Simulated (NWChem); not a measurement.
GeI cation, singlet

```xyz
2

Ge     0.0000     0.0000    -1.5051
I      0.0000     0.0000     0.9008
```
Atoms are numbered in this order, from 1.

Low-valent species are run as closed-shell singlets; no triplet was tried in these runs. Geometry: optimised at PBE0/def2-SVP. def2 effective core potentials on I; no spin-orbit coupling.

Question: List the 4 lowest vertical singlet excitations from PBE/def2-SVPD with def2 effective core potentials on I, TDA (NWChem).

Answer: 
```csv
state,energy (eV),oscillator strength,leading excitation (squared amplitude)
S1,3.38,0.000,HOMO−1 → LUMO+1 (0.50)
S2,3.60,0.000,HOMO−1 → LUMO (0.50)
S3,3.60,0.000,HOMO−1 → LUMO+1 (0.50)
S4,4.22,0.011,HOMO−2 → LUMO (0.98)
```
